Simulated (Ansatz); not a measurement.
Born–Oppenheimer molecular dynamics of BFH2O2 (6 atoms, charge 0, multiplicity 1). It starts from a relaxed structure.

The calculation used RKS B3LYP-D4/def2-SVP in Ansatz 0.2.0.

```yaml
ensemble: NVE (velocity Verlet)
time_step: 0.5 fs
steps_asked: 250
starting_velocities_drawn_for: 3000 K
seed: 8825
```

First frame:

```xyz
6
Properties=species:S:1:pos:R:3
B 0.050 -0.205 0.046
F -0.195 0.172 1.306
O 1.338 -0.254 -0.364
H 1.419 -0.535 -1.283
O -0.978 -0.527 -0.786
H -1.843 -0.450 -0.365
```

Question: What does the run give?

Answer: All steps were run.

| Item | Value |
| --- | --- |
| steps done | 250 |
| time covered | 125 fs |
| mean temperature over the second half | 1493 K |
| spread of the potential energy over the second half | 38.3 meV per atom |
| mean potential energy of the second half above the start | 131.3 meV per atom |

The conserved energy stayed within 3.1 meV per atom of its start (net change 0.37 meV per atom), so the integration is sound. Over the second half the temperature averaged 0.50 of the 3000 K drawn at the start: a run that starts near a minimum puts about half its kinetic energy into the potential. A run of 0.12 ps of so small a system gives no equilibrium averages.

Question: What happens to the structure?

Answer: The same pairs are bonded in the first frame and the last. Pairs count as bonded within 1.25 times the sum of covalent radii (0.12 Å more for H–H). Another seed would give other details.

Question: How do temperature and energy run in time?

Answer: 
| time (fs) | T (K) | potential energy less start (eV) | conserved less start (meV/atom) |
| --- | --- | --- | --- |
| 0 | 3000 | 0.000 | 0.00 |
| 4 | 1576 | 0.746 | 1.70 |
| 8 | 928 | 1.085 | 2.27 |
| 12 | 922 | 1.086 | 1.90 |
| 16 | 1359 | 0.855 | 1.01 |
| 20 | 1112 | 0.988 | 1.86 |
| 24 | 1806 | 0.616 | -0.14 |
| 28 | 1049 | 1.018 | 1.55 |
| 32 | 1660 | 0.696 | 0.53 |
| 36 | 2287 | 0.372 | 0.57 |
| 40 | 1647 | 0.709 | 1.60 |
| 44 | 1509 | 0.779 | 1.32 |
| 48 | 1215 | 0.934 | 1.93 |
| 52 | 1867 | 0.597 | 1.91 |
| 56 | 1196 | 0.943 | 1.76 |
| 60 | 1267 | 0.895 | -0.06 |
| 64 | 964 | 1.061 | 1.32 |
| 68 | 1797 | 0.624 | 0.31 |
| 72 | 2536 | 0.244 | 0.74 |
| 76 | 2173 | 0.436 | 1.43 |
| 80 | 1411 | 0.827 | 0.98 |
| 84 | 633 | 1.237 | 2.16 |
| 88 | 1018 | 1.041 | 2.68 |
| 92 | 1029 | 1.031 | 2.07 |
| 96 | 1777 | 0.635 | 0.41 |
| 100 | 1320 | 0.878 | 1.59 |
| 104 | 1862 | 0.589 | 0.13 |
| 108 | 2054 | 0.494 | 0.80 |
| 112 | 1848 | 0.602 | 1.14 |
| 116 | 1628 | 0.713 | 0.62 |
| 120 | 1089 | 1.000 | 1.97 |
| 124 | 1564 | 0.758 | 2.61 |

The run took 6.3 min on 1 thread of Arm Neoverse V1, on a shared host, peak memory 0.12 GiB.
